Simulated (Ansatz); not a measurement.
AlCl$_{3}$H$_{5}$NSi, SMILES `[SiH3][NH2+][Al-]([Cl])([Cl])[Cl]`. Total charge 0; spin multiplicity 1.

```csv
atom,x (Å),y (Å),z (Å)
Si1,0.915,-1.290,-0.417
N2,-0.240,-0.330,0.592
Al3,-0.723,1.510,-0.024
Cl4,0.398,1.752,-1.802
Cl5,-0.080,2.670,1.623
Cl6,-2.812,1.316,-0.283
H7,1.081,-2.598,0.263
H8,2.187,-0.545,-0.438
H9,0.288,-1.464,-1.739
H10,-1.131,-0.816,0.687
H11,0.119,-0.205,1.537
```

(1) List the harmonic frequencies (cm⁻¹, unscaled) at PBE0-D4/def2-TZVP in Ansatz. (An estimate is asked.)

Answers

(1) The calculation gave: 20i, 96, 120, 124, 160, 172, 203, 229, 375, 462, 495, 553, 565, 690, 729, 733, 920, 940, 959, 1022, 1026, 1583, 2241, 2294, 2312, 3471, 3542.
